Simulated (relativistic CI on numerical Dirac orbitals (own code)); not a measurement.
## What each ingredient does to the levels of Ir⁷⁴⁺

Base calculation: Dirac-Coulomb-Breit CI, KLI orbitals optimised for each configuration, model QED (radiative potential, 1s self-energy scaled to tabulated hydrogen-like ionisation energies), unscaled Slater integrals.

Configurations in the expansion (outside the closed core 1s2): 2s, 2p, 3s, 3p, 3d, 4s, 4p, 4d, 4f, 5s, 5p, 5d, 5f, 5g, 6s, 6p, 6d. Levels of other configurations are missing.

Variants: (1) configuration mixing switched off. Shifts of the energy above 2s 2S_1/2, in eV, for the lowest level and the first level of each name with at least 55 % of one term (blank where a level changes its place among those of its configuration and J or its character, or is not in the variant):

| Level | Base | Δ(1) |
| --- | --- | --- |
| 2s 2S_1/2 | 0.0 | 0.0 |
| 2p 2P°_1/2 | 207.9 | +0.1 |
| 2p 2P°_3/2 | 2011.0 | -0.1 |
| 3s 2S_1/2 | 12223.8 | -0.1 |
| 3p 2P°_1/2 | 12279.6 | -0.1 |
| 3p 2P°_3/2 | 12817.6 | -0.1 |
| 3d 2D_3/2 | 12829.8 | -0.1 |
| 3d 2D_5/2 | 12979.3 | -0.1 |
| 4s 2S_1/2 | 16402.0 | -0.1 |
| 4p 2P°_1/2 | 16424.5 | -0.1 |
| 4p 2P°_3/2 | 16649.8 | -0.1 |
| 4d 2D_3/2 | 16655.0 | -0.1 |
| 4d 2D_5/2 | 16718.5 | -0.1 |
| 4f 2F°_5/2 | 16718.6 | -0.1 |
| 4f 2F°_7/2 | 16749.2 | -0.1 |
| 5s 2S_1/2 | 18298.6 | -0.1 |
| 5p 2P°_1/2 | 18309.8 | -0.1 |
| 5p 2P°_3/2 | 18424.2 | -0.1 |
| 5d 2D_3/2 | 18426.9 | -0.1 |
| 5d 2D_5/2 | 18459.4 | -0.1 |
| 5f 2F°_5/2 | 18459.5 | -0.1 |
| 5g 2G_7/2 | 18475.2 | -0.1 |

At this charge energies of transitions that change n are usually good to better than 1 %, and those within a shell (Δn = 0) to a few per cent.

Ionisation energy from the two ground configurations alone: base 21555 eV. The NIST ASD value (theoretical) is 21556.6 eV.
